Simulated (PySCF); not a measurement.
Isomers of C7H9ClF2, mass 166.036 u with the commonest isotopes. Computed with PBE0/pcSseg-1 in PySCF (dipole) on a GFN2-xTB geometry, gas phase. One conformer each, none proved a minimum here; rigid rotors.

Question: Order these by rotational constant C, smallest first.
A. `[CH2:1]=[CH:2][CH2:3]/[C:4](=[CH:5]/[Cl:6])[CH2:7][CH:8]([F:9])[F:10]` with C1–C2–C3–C4 -114°, C2–C3–C4–C5 -112°, C3–C4–C7–C8 94°, C4–C7–C8–F9 -67°
B. `[F:1][CH:2]([F:3])[C@H:4]1[CH2:5][CH2:6]/[C:7]1=[CH:8]/[CH2:9][Cl:10]` with F1–C2–C4–C5 69°, C7–C8–C9–Cl10 110°
C. `[CH3:1]/[CH:2]=[C:3](\[CH:4]=[CH:5]\[F:6])[CH2:7][C@@H:8]([F:9])[Cl:10]` with C2–C3–C4–C5 -176°, C2–C3–C7–C8 91°, C3–C7–C8–F9 67°

Answer: C (471.6 MHz), B (510.0 MHz), A (535.0 MHz).

Question: Order these by rotational constant B, smallest first.
A. `[F:1][CH:2]([F:3])[C@H:4]1[CH2:5][CH2:6]/[C:7]1=[CH:8]/[CH2:9][Cl:10]` with F1–C2–C4–C5 69°, C7–C8–C9–Cl10 110°
B. `[CH3:1]/[CH:2]=[C:3](\[CH:4]=[CH:5]\[F:6])[CH2:7][C@@H:8]([F:9])[Cl:10]` with C2–C3–C4–C5 -176°, C2–C3–C7–C8 91°, C3–C7–C8–F9 67°
C. `[CH2:1]=[CH:2][CH2:3]/[C:4](=[CH:5]/[Cl:6])[CH2:7][CH:8]([F:9])[F:10]` with C1–C2–C3–C4 -114°, C2–C3–C4–C5 -112°, C3–C4–C7–C8 94°, C4–C7–C8–F9 -67°

Answer: A (635.0 MHz), B (656.3 MHz), C (846.1 MHz).

Question: Order these by radius of gyration √(Σ m r²/M), smallest first.
A. `[F:1][CH:2]([F:3])[C@H:4]1[CH2:5][CH2:6]/[C:7]1=[CH:8]/[CH2:9][Cl:10]` with F1–C2–C4–C5 69°, C7–C8–C9–Cl10 110°
B. `[CH2:1]=[CH:2][CH2:3]/[C:4](=[CH:5]/[Cl:6])[CH2:7][CH:8]([F:9])[F:10]` with C1–C2–C3–C4 -114°, C2–C3–C4–C5 -112°, C3–C4–C7–C8 94°, C4–C7–C8–F9 -67°
C. `[CH3:1]/[CH:2]=[C:3](\[CH:4]=[CH:5]\[F:6])[CH2:7][C@@H:8]([F:9])[Cl:10]` with C2–C3–C4–C5 -176°, C2–C3–C7–C8 91°, C3–C7–C8–F9 67°

Answer: B (2.465 Å), A (2.509 Å), C (2.591 Å).

| SMILES | point group | Ia (u·Å²) | Ib (u·Å²) | Ic (u·Å²) | κ | μa (D) | μb (D) | μc (D) |
| --- | --- | --- | --- | --- | --- | --- | --- | --- |
| C/C=C(\C=C\F)C[C@@H](F)Cl | C1 | 387.36 | 770.08 | 1071.62 | -0.56 | 0.82 | 2.64 | 0.43 |
| C=CC/C(=C/Cl)CC(F)F | C1 | 475.34 | 597.34 | 944.60 | 0.18 | 0.91 | 1.98 | 0.25 |
| FC(F)[C@H]1CC/C1=C/CCl | C1 | 303.71 | 795.92 | 991.03 | -0.78 | 1.51 | 2.21 | 1.45 |
